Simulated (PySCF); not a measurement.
Bonding in `O=C(O)/C=C\CC(F)(F)F`

C5H5F3O2.
SMILES with atom numbers: `[O:1]=[C:2]([OH:3])/[CH:4]=[CH:5]\[CH2:6][C:7]([F:8])([F:9])[F:10]` (hydrogens: H11 on O3; H12 on C4; H13 on C5; H14, H15 on C6)

Cartesian coordinates in Å at the GFN2-xTB level; atoms count from 1:
```
atom  x, y, z in Å
O1     1.6605    1.0045   -1.1974
C2     1.9196   -0.0826   -0.7420
O3     3.0071   -0.7698   -1.1095
C4     1.1394   -0.8370    0.2579
C5    -0.0553   -0.4900    0.7296
C6    -0.8277    0.7296    0.3373
C7    -2.1902    0.3351   -0.2042
F8    -2.9187   -0.3549    0.6901
F9    -2.9227    1.4042   -0.5451
F10   -2.1036   -0.4375   -1.2951
H11    3.5107   -0.2777   -1.7769
H12    1.6184   -1.7463    0.5887
H13   -0.5452   -1.1324    1.4510
H14   -0.2993    1.2988   -0.4293
H15   -0.9976    1.3641    1.2117
```

Bond orders from the PBE0/pcSseg-1 density (PySCF). Isolated species at its GFN2-xTB geometry (one conformer only).

**Question.** Where do the orders between heavy atoms depart from those drawn in the SMILES?

**Answer.** The largest departure is 0.141, at C2–O3 (drawn single, 1.141). Drawn single, order above 1.12: C2–O3 (1.141).

**Question.** Give the Mayer order of every bond, beside its length.

**Answer.** 
```csv
bond,drawn as,length (Å),Mayer order
O1–C2,double,1.207,1.913
C2–O3,single,1.338,1.141
C2–C4,single,1.476,0.994
C4–C5,double,1.330,1.877
C5–C6,single,1.496,1.008
C6–C7,single,1.518,1.023
C7–F8,single,1.344,0.990
C7–F9,single,1.340,1.005
C7–F10,single,1.340,1.013
O3–H11,single,0.970,0.923
C4–H12,single,1.080,0.950
C5–H13,single,1.083,0.946
C6–H14,single,1.091,0.902
C6–H15,single,1.094,0.917
```

Bonds between the same two heavy elements. C–O: lowest C2–O3 (1.141, 1.338 Å), highest O1–C2 (1.913, 1.207 Å). C–C: lowest C2–C4 (0.994, 1.476 Å), highest C4–C5 (1.877, 1.330 Å); in 1 of the 6 pairs the longer bond (by over 0.003 Å) has the higher order (by 0.02 or more). C–F: lowest C7–F8 (0.990, 1.344 Å), highest C7–F10 (1.013, 1.340 Å).

**Question.** Sum the orders of all bonds at each heavy atom with more than one neighbour and set the sums beside the valence in the SMILES.

**Answer.** C2 4.048 (drawn 4), O3 2.064 (drawn 2), C4 3.821 (drawn 4), C5 3.831 (drawn 4), C6 3.850 (drawn 4), C7 4.031 (drawn 4). Orders between atoms that aren't bonded are not in these sums.

Mayer orders depend on the basis set.
